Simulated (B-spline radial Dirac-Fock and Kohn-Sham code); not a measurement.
**Cl⁶⁺: eigenvalues, ΔSCF and the reference**

System: Cl⁶⁺, configuration [Ne] 3s1.

The density-functional columns are spherical, spin-unpolarised Dirac-Kohn-Sham results without Breit or QED terms: −ε is minus the orbital energy of the initial state and ΔSCF the difference of two total energies. The reference in the last column comes from Dirac-Fock ΔSCF + Breit + QED. All numbers are from an atomic code on a B-spline grid, in eV; a selection of levels is shown. The Kohn-Sham columns are given as differences from the reference.

```
     level  LDA −ε − DF  LDA ΔSCF − DF  PBE −ε − DF  PBE ΔSCF − DF  Dirac-Fock
L2 (2p1/2)        -23.3           +2.7        -23.2           +2.8       323.6
L3 (2p3/2)        -23.4           +2.5        -23.3           +2.7       321.9
   M1 (3s)         -7.6           +0.4         -7.8           +0.6       113.7
```

For the outermost level NIST gives 114.2013 eV (measured); the differences from it are LDA −ε -8.09, LDA ΔSCF -0.14, PBE −ε -8.30, PBE ΔSCF +0.10, Dirac-Fock -0.51 eV.

Values without a named source are computed, but for edge energies of neutral atoms, which are taken from tables.
